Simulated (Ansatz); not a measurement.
Steps of a relaxation of C₂H₆BBrO with RKS PBE0-D4/def2-TZVP.

```sh
$ ansatz run in.yaml --threads 4 --pin off --events-out ev --progress --plain --max-ram 10444MiB
```

```yaml
crystal:
  periodic: [false, false, false]
  atoms:
    - {symbol: B, position_ang: [-0.980322, 1.086424, -0.491751]}
    - {symbol: C, position_ang: [-0.204581, -0.249247, -0.184178]}
    - {symbol: C, position_ang: [0.761565, -0.432109, 0.943655]}
    - {symbol: O, position_ang: [-0.485672, -1.327357, -0.894356]}
    - {symbol: Br, position_ang: [0.810648, 1.510149, -1.582733]}
    - {symbol: H, position_ang: [-1.044882, 1.875412, 0.435317]}
    - {symbol: H, position_ang: [-1.909685, 0.995851, -1.270973]}
    - {symbol: H, position_ang: [1.163929, 0.534953, 1.290942]}
    - {symbol: H, position_ang: [1.601649, -1.112549, 0.685079]}
    - {symbol: H, position_ang: [0.197268, -0.891708, 1.787163]}
    - {symbol: H, position_ang: [0.155483, -2.046719, -0.697665]}
basis:
  gaussian: {orbitals: def2-TZVP}
hamiltonian: {xc: pbe0, dispersion: d4}
relax: {f_tol: 0.005, max_steps: 150}
```

Positions (Å) and forces (eV/Å) along the path, 8 of 8 steps:

```xyz
11
step=1 energy=-74929.6151 eV
B    -0.980    1.086   -0.492   -0.150    0.066    0.040
C    -0.205   -0.249   -0.184   -0.143   -0.307   -0.128
C     0.762   -0.432    0.944    0.156   -0.020    0.168
O    -0.486   -1.327   -0.894    0.712    0.098    0.580
Br    0.811    1.510   -1.583   -0.126   -0.098    0.104
H    -1.045    1.875    0.435    0.057   -0.321   -0.341
H    -1.910    0.996   -1.271    0.383    0.021    0.303
H     1.164    0.535    1.291   -0.225   -0.473   -0.219
H     1.602   -1.113    0.685   -0.409    0.338    0.099
H     0.197   -0.892    1.787    0.215    0.209   -0.434
H     0.155   -2.047   -0.698   -0.469    0.487   -0.171
11
step=2 energy=-74929.6538 eV
B    -0.978    1.082   -0.485   -0.059    0.003    0.048
C    -0.216   -0.250   -0.174    0.066   -0.116   -0.200
C     0.755   -0.427    0.939   -0.011   -0.024    0.101
O    -0.477   -1.319   -0.890    0.190    0.032    0.276
Br    0.811    1.477   -1.567   -0.028    0.015    0.003
H    -1.031    1.861    0.432    0.009   -0.085   -0.109
H    -1.893    0.995   -1.258    0.104    0.016    0.094
H     1.143    0.535    1.278   -0.065   -0.139   -0.050
H     1.591   -1.091    0.673   -0.129    0.107    0.028
H     0.200   -0.890    1.771    0.078    0.059   -0.110
H     0.159   -2.028   -0.698   -0.155    0.131   -0.081
11
step=3 energy=-74929.6573 eV
B    -0.972    1.078   -0.483    0.053   -0.040    0.004
C    -0.200   -0.248   -0.185   -0.183   -0.002    0.079
C     0.753   -0.426    0.939    0.030    0.033   -0.060
O    -0.479   -1.320   -0.880    0.054    0.064   -0.036
Br    0.804    1.486   -1.576    0.026   -0.009   -0.019
H    -1.019    1.850    0.429   -0.001    0.022    0.029
H    -1.888    0.991   -1.243   -0.032    0.003   -0.026
H     1.134    0.531    1.280    0.023    0.044    0.026
H     1.586   -1.085    0.681    0.045   -0.030    0.002
H     0.190   -0.887    1.759   -0.027   -0.014    0.009
H     0.156   -2.027   -0.700    0.013   -0.070   -0.007
11
step=4 energy=-74929.6586 eV
B    -0.973    1.078   -0.483    0.010   -0.009    0.004
C    -0.208   -0.250   -0.180   -0.030   -0.021   -0.024
C     0.753   -0.425    0.939   -0.001    0.008   -0.009
O    -0.477   -1.319   -0.883    0.029    0.035    0.038
Br    0.806    1.479   -1.575    0.005    0.005   -0.007
H    -1.019    1.853    0.429    0.000    0.004    0.005
H    -1.888    0.994   -1.246   -0.009    0.003   -0.003
H     1.132    0.533    1.282    0.001    0.007    0.007
H     1.589   -1.081    0.677    0.006   -0.003    0.001
H     0.195   -0.891    1.760   -0.005   -0.006    0.005
H     0.156   -2.028   -0.700   -0.008   -0.025   -0.016
11
step=5 energy=-74929.6587 eV
B    -0.973    1.078   -0.483    0.004   -0.001   -0.001
C    -0.208   -0.250   -0.180   -0.011   -0.013   -0.018
C     0.753   -0.425    0.939    0.000    0.005   -0.003
O    -0.477   -1.319   -0.883    0.019    0.020    0.029
Br    0.807    1.479   -1.576    0.000    0.003   -0.003
H    -1.018    1.853    0.429    0.000    0.001    0.002
H    -1.889    0.995   -1.245   -0.003    0.002   -0.001
H     1.130    0.534    1.283   -0.002    0.002    0.003
H     1.590   -1.079    0.677    0.001    0.000    0.000
H     0.195   -0.893    1.760   -0.002   -0.003    0.003
H     0.155   -2.029   -0.700   -0.007   -0.014   -0.012
11
step=6 energy=-74929.6588 eV
B    -0.971    1.078   -0.483   -0.001    0.006   -0.006
C    -0.208   -0.251   -0.180    0.005    0.000    0.000
C     0.752   -0.424    0.939    0.002    0.000    0.002
O    -0.477   -1.320   -0.882    0.000   -0.003    0.003
Br    0.807    1.479   -1.579   -0.003   -0.001    0.003
H    -1.015    1.852    0.430    0.000   -0.001    0.000
H    -1.889    0.997   -1.244    0.001    0.000    0.001
H     1.125    0.535    1.286   -0.002   -0.002   -0.001
H     1.593   -1.074    0.677   -0.002    0.001    0.000
H     0.195   -0.896    1.759    0.001   -0.001   -0.001
H     0.153   -2.033   -0.701   -0.002    0.000   -0.002
11
step=7 energy=-74929.6588 eV
B    -0.971    1.078   -0.484   -0.002    0.002   -0.004
C    -0.208   -0.251   -0.180    0.000    0.001    0.000
C     0.752   -0.424    0.939    0.008    0.001   -0.005
O    -0.478   -1.320   -0.881    0.000    0.000    0.000
Br    0.807    1.479   -1.578   -0.001   -0.001   -0.001
H    -1.015    1.853    0.429    0.000   -0.001    0.002
H    -1.888    0.996   -1.245    0.001    0.000    0.000
H     1.124    0.535    1.287    0.000    0.002    0.000
H     1.594   -1.072    0.675    0.000    0.000    0.002
H     0.197   -0.898    1.758   -0.005   -0.005    0.005
H     0.152   -2.033   -0.700   -0.001    0.000    0.000
11
step=8 energy=-74929.6588 eV
B    -0.971    1.078   -0.484   -0.001    0.000    0.000
C    -0.208   -0.251   -0.180    0.000    0.000    0.000
C     0.752   -0.424    0.939    0.003    0.001   -0.001
O    -0.478   -1.320   -0.881   -0.001   -0.001   -0.001
Br    0.807    1.479   -1.578   -0.001    0.000    0.000
H    -1.015    1.853    0.429    0.000    0.000    0.000
H    -1.888    0.997   -1.245    0.001    0.000    0.000
H     1.123    0.536    1.288    0.000    0.000    0.000
H     1.594   -1.072    0.676    0.000    0.000    0.001
H     0.197   -0.899    1.758   -0.001   -0.001    0.001
H     0.151   -2.033   -0.700    0.000    0.001    0.000
```

It took 19 s on 4 threads of an Intel Xeon 6975P-C on a shared host, with 0.62 GiB of host memory at the peak.
